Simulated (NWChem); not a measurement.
Species: CH₃FMg; SMILES [CH3][Mg][F]

Computed with NWChem. Pople sets run with spherical d functions. All runs use the structure optimised with PBE0/def2-SVP. Ions are spin-unrestricted doublets at the neutral geometry; other ion states weren't tried.

For level LDA (Slater exchange, VWN5)/6-31+G*:

```
Quantity       Value
-------------  -----
−ε(HOMO) (eV)   6.57
```

Question: Estimate the same quantities for level PBE0/6-31+G*.

Answer: 
| Quantity | Value |
|---|---|
| −ε(HOMO) (eV) | 7.59 |
